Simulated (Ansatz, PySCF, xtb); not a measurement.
Reaction R1 → P1 + P2, each structure at its B3LYP-D3(BJ)/def2-TZVP stationary point, reached from a drawn start (curvature not checked).
R1, Cl2H2Si (SMILES Cl[SiH2]Cl) (charge 0, multiplicity 1):
```xyz
5

Si    -0.00473    -0.14452     0.00576
Cl     1.71456     0.97576    -0.00165
Cl    -1.64721     1.08262    -0.08033
H     -0.05836    -0.90732     1.26141
H     -0.00426    -1.00653    -1.18518
```
P1: Cl2Si (SMILES Cl[Si]Cl), charge 0, multiplicity 1.
P2: H2 (SMILES [H][H]), charge 0, multiplicity 1.

P less R. No zero-point or thermal terms.

Codes used: Ansatz (an electronic-structure program); PySCF for the D3/D4 terms; xtb for the GFN methods. All values are computed, each at the level named.

### Question
One of these levels gives 40.78 kcal/mol for the reaction energy. Name it.
(A) PBE/def2-TZVPP
(B) r2SCAN-D3(BJ)/def2-TZVPP
(C) GFN2-xTB

### Answer
B, r2SCAN-D3(BJ)/def2-TZVPP. The others give 52.78 (GFN2-xTB), 34.38 (PBE/def2-TZVPP)
